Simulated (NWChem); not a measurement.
SrBrCl; SMILES [Cl][Sr][Br]

Results from NWChem. The geometry was optimised at PBE0/def2-SVP. def2 effective core potentials on Sr; no spin-orbit coupling. Ions are spin-unrestricted doublets at the neutral geometry; other ion states weren't tried. Functional: LC-ωPBE (HJS hole) with def2-SVP; rows give the range parameter ω in 1/bohr.

For range parameter (1/bohr) 0.25:

−ε(HOMO) (eV): 9.27

### Question
What are these values for range parameter (1/bohr) 0.20?

### Answer
The −ε(HOMO) (eV) is 8.84.
